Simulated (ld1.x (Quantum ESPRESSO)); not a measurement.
Pseudopotential generation for P: RRKJ, LDA (PZ), scalar-relativistic.

phosphorus (P), norm-conserving RRKJ (Kleinman–Bylander form), made with ld1.x (Quantum ESPRESSO) 7.5 (LDA (PZ), scalar-relativistic). Core [Ne], reference 3s2 3p2.75 (charge +0.25). Waves: 3p (bound): rc 1.30 bohr; 3d channel at 0.45 Ry: rc 1.30 bohr; 3s (bound): rc 1.60 bohr. Local part: the s channel. Core correction: Bessel-smoothed model core, default radius (core density twice the valence density). rho0 = 0.001.

All-electron outer shells of the reference configuration (LDA (PZ), scalar-relativistic, ld1.x):

```
shell  level (eV)  outermost node (bohr)  outermost maximum (bohr)
   2p     -126.93                      –                      0.35
   3s      -16.19                   0.66                      1.56
   3p       -7.62                   0.64                      1.81
```

Does the generator finish with these settings?

Yes, a potential is produced and its reference levels are reproduced.

Estimate the cutoffs (Ry, on a coarse ladder) from which the occupation-weighted sum of valence levels, in a spherical-Bessel basis at the reference potential, stays within 10 and 1 mRy of its value at 400 Ry.

55 Ry and 70 Ry.

What does a ghost test show?

No extra level below or beside the all-electron valence levels (p, d, s, f tested).

Which valence shell sets the plane-wave cutoff?

3p: its level needs 70 Ry to come within 1 mRy, against 45 Ry for 3s.

Tests: 3s2 3p3; 3s2 3p2; 3s2 3p1; 3s0 3p5; 3s2 3p2.5; 3s2 3p3.3; 3s1 3p4. Which has the largest error in its energy relative to the reference configuration, and how large is it?

3s2 3p1, with +17 meV (all-electron minus pseudo) on +27.42 eV.
